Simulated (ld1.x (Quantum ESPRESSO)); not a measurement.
**Building the TM potential for P (Z = 15) (revPBE, scalar-relativistic).**

Input for ld1.x (Quantum ESPRESSO) 7.5:

```
&input
   title='P', zed=15., rel=1, dft='REVPBE', iswitch=3,
   config='[Ne] 3s2 3p3 3d-2',
   nld=3, rlderiv=1.40, eminld=-3.0, emaxld=5.0, deld=0.02
 /
 &inputp
   pseudotype=2, tm=.true., lloc=2,
   nlcc=.true., new_core_ps=.true.,
   file_pseudopw='P.UPF', file_wfcaegen='ae.wfc', file_wfcncgen='nc.wfc', file_beta='beta', file_chi='chi'
 /
3
3S  1  0   2.00   0.00  1.10  1.10  0.0
3P  2  1   3.00   0.00  1.30  1.30  0.0
3D  3  2  -2.00   0.05  1.25  1.25  0.0
 &test
   configts(1)='3s2 3p3'
 /
```

Command:

```bash
ld1.x < P.in > P.out
```

Output (shortened: banner, matrices, multipoles, cross overlaps and the repeated all-electron block are left out):

```
Program LD1 v.7.5
     --------------------------- All-electron run ----------------------------

     P
     scalar relativistic calculation

     atomic number is 15.00
     dft =REVPBE   lsd =0 sic =0 latt =0  beta=0.20 tr2=1.0E-14
     Exchange-correlation= REVPBE
                           (   1   4   4   4   0   0   0)
     mesh =1147 r(mesh) = 101.18493 a.u. xmin = -7.00 dx = 0.01250
     1 Ry =  13.60569312 eV, c = 137.03599908

     n l     nl                  e(Ry)          e(Ha)          e(eV)
     1 0     1S 1( 2.00)      -153.2139       -76.6069     -2084.5808
     2 0     2S 1( 2.00)       -12.7960        -6.3980      -174.0988
     2 1     2P 1( 6.00)        -9.1470        -4.5735      -124.4507
     3 0     3S 1( 2.00)        -1.0247        -0.5123       -13.9416
     3 1     3P 1( 3.00)        -0.4028        -0.2014        -5.4809

     final scf error:  3.1E-15 reached in  24 iterations

     Etot =    -683.998963 Ry,    -341.999481 Ha,   -9306.279983 eV

     Ekin =     686.140149 Ry,     343.070074 Ha,    9335.412306 eV
     Encl =   -1631.042962 Ry,    -815.521481 Ha,  -22191.470017 eV
     Eh   =     307.092688 Ry,     153.546344 Ha,    4178.208870 eV
     Exc  =     -46.188837 Ry,     -23.094419 Ha,    -628.431143 eV

     normalization and overlap integrals

     s(1S/1S) =  1.000000  <r> =   0.1036  <r2> =    0.0144  r(max) =   0.0675
     s(2S/2S) =  1.000000  <r> =   0.5192  <r2> =    0.3214  r(max) =   0.4187
     s(2P/2P) =  1.000000  <r> =   0.4850  <r2> =    0.2953  r(max) =   0.3559
     s(3S/3S) =  1.000000  <r> =   1.8982  <r2> =    4.1913  r(max) =   1.5753
     s(3P/3P) =  1.000000  <r> =   2.3716  <r2> =    6.7794  r(max) =   1.8302

     ------------------------ End of All-electron run ------------------------

     --------------------- Generating NC pseudopotential ---------------------

      Generating local pot.: lloc=2, matching radius rcloc =   1.2500

      Computing core charge for nlcc:

       r > 0.99 : true rho core
      Core charge pseudized with two Bessel functions
      Integrated core pseudo-charge :   4.49

      Wfc   3S  rcut= 1.096  Using Troullier-Martins method

      Wfc   3P  rcut= 1.306  Using Troullier-Martins method

     ------------------- End of pseudopotential generation -------------------

     Computing logarithmic derivative in   1.39895
     Computing logarithmic derivative in   1.39895
     Computing the partial wave expansion
     R is outside the sphere for l=    0 j= 0.00
     R is outside the sphere for l=    1 j= 0.00
       no projector for channel:   2

     ---------------------- Testing the pseudopotential ----------------------

     P
     scalar relativistic calculation

     atomic number is 15.00   valence charge is  5.00
     dft =REVPBE   lsd =0 sic =0 latt =0  beta=0.20 tr2=1.0E-14
     mesh =1147 r(mesh) = 101.18493 xmin = -7.00 dx = 0.01250

     n l     nl             e AE (Ry)        e PS (Ry)    De AE-PS (Ry)
     1 0     3S   1( 2.00)       -1.02469       -1.02467       -0.00001
     2 1     3P   1( 3.00)       -0.40284       -0.40283       -0.00001

     eps = 3.0E-16  iter =  6

     Etot =    -683.998963 Ry,    -341.999481 Ha,   -9306.279983 eV
     Etotps =   -21.695104 Ry,     -10.847552 Ha,    -295.176930 eV

     Ekin =       4.810714 Ry,       2.405357 Ha,      65.453094 eV
     Encl =     -28.185831 Ry,     -14.092915 Ha,    -383.487762 eV
     Ehrt =      10.407483 Ry,       5.203742 Ha,     141.601020 eV
     Ecxc =     -12.142371 Ry,      -6.071186 Ha,    -165.205376 eV
     (Ecc =      -8.814122 Ry,      -4.407061 Ha,    -119.922238 eV)
     Epseu=       3.414901 Ry,       1.707450 Ha,      46.462094 eV

     ---------------------- End of pseudopotential test ----------------------
```

Note: ghost state, extra bound levels that the all-electron valence spectrum of the same l lacks: s at -10.3 eV. A true bound ghost makes a file unfit for plane-wave use.

Generation and configuration tests took about 2 s on one core of a shared server CPU.
